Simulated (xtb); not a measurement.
1,1-dichloro-1-fluoropropane (C3H5Cl2F), SMILES ClC(F)(Cl)CC. All values are semi-empirical tight-binding results from xtb (GFN2-xTB unless named), good for trends rather than for accurate numbers. Coordinates come from a GFN2-xTB optimisation. One conformer was computed; it need not be the lowest.

```json
{
 "orbital_gap": "6.18 eV",
 "dipole_moment": "2.34 D",
 "zero_point_energy": "47.2 kcal/mol",
 "G − E(el) at 298.15 K (modified RRHO)": "27.2 kcal/mol",
 "static polarisability (D4 model)": "65.9 bohr³",
 "solvation energy, GFN2-xTB/ALPB(water)": "-2.2 kcal/mol",
 "solvation energy, GFN2-xTB/ALPB(benzene)": "-4.8 kcal/mol"
}
```
